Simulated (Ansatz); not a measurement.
`F[CH2][AlH][F]` + H₂S → `[F][AlH][SH]` + fluoromethane at 500 K and 1 bar (ligand exchange at the Al–C bond).

Isolated molecules relaxed with PBE0-D4/def2-TZVP in Ansatz; ΔE leaves out vibrations. CCSD(T)/CBS is the MP2 limit (def2-TZVPP, def2-QZVPP) plus CCSD(T) − MP2 in def2-TZVPP, frozen cores. This one scheme is used for every species. Each species was taken in one conformer, which may not be the lowest.

```csv
species,CCSD(T)/CBS energy (Eh),H − E (kJ/mol),S (J/(mol·K))
`F[CH2][AlH][F]`,-481.50843,135.8,364.9
H₂S,-398.97279,57.0,224.0
`[F][AlH][SH]`,-740.90186,79.7,331.7
`CF`,-139.63461,122.2,244.8
```

H − E and S are ideal-gas, rigid-rotor, harmonic terms from PBE0-D4/def2-TZVP, for one conformer and one mirror image of each species. 1 Eh = 2625.50 kJ/mol, R = 8.31446 J/(mol·K).

Task: By hand: ΔE, ΔH, ΔS and ΔG.

Result: ΔE = (-740.90186) + (-139.63461) − (-481.50843) − (-398.97279) = -0.05525 Eh = -145.1 kJ/mol. Δ(H − E) = 79.7 + 122.2 − 135.8 − 57.0 = 9.1, so ΔH = -136.0 kJ/mol. ΔS = 331.7 + 244.8 − 364.9 − 224.0 = -12.4 J/(mol·K). ΔG = -136.0 − 500 × (-12.4)/1000 = -129.8 kJ/mol.

Task: By hand: the equilibrium constant, and the temperature at which ΔG would vanish if ΔH and ΔS stayed fixed.

Result: log₁₀ K = −ΔG/(RT ln 10) = 13.6. ΔG = 0 at ΔH/ΔS = 10968 K, far beyond where these terms or the molecules hold.

The number of gas molecules stays the same, so ΔS is small and ΔH decides. A doubt of 5 kJ/mol in ΔE shifts log₁₀ K by 0.5 here. Other conformers and mirror images would add mixing entropy, several J/(mol·K) or more a flexible species. These are equilibria of isolated gas molecules and say nothing of rates. Largest T1 diagnostic: 0.012 (customary marks: 0.02 for closed shells, 0.045 for open ones).
